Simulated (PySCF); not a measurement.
**A survey of 15N NMR shifts**

Calculated, not measured (PySCF): σ from GIAO-PBE0/pcSseg-1, GFN2-xTB geometry. One conformer, no relativistic terms, no solvent model, equivalent nuclei averaged.

Shieldings were converted by a linear fit to measured shifts: 15N: δ = -148.07 − 0.921σ (rms 6.3 ppm, 71 shifts vs CH3NO2, solution or neat liquid). Occasional misses reach two or three times the rms, and more in compound classes unlike the fitted ones.

Give the 15N shifts of `C=C(C)[C@@]1(N[SiH3])C[SiH2]1`, `C=CN([SiH2][SiH3])C(=C)C`, `CN[C@@H]1C=CC[SiH2][SiH2]1`, `N#C[Si@H](CC(Cl)Cl)N[SiH3]`.

Answers


```tsv
compound	environment	δ (ppm)
C=C(C)[C@@]1(N[SiH3])C[SiH2]1	nitrogen bonded to C, Si, H	-360.2
C=CN([SiH2][SiH3])C(=C)C	enamine nitrogen	-303.7
CN[C@@H]1C=CC[SiH2][SiH2]1	amine nitrogen	-346.0
[N:1]#[C:2][Si@H:3]([CH2:4][CH:5]([Cl:6])[Cl:7])[NH:8][SiH3:9]	N1: nitrile nitrogen	-61.6
[N:1]#[C:2][Si@H:3]([CH2:4][CH:5]([Cl:6])[Cl:7])[NH:8][SiH3:9]	N8: nitrogen bonded to 2 Si, H	-390.3
```
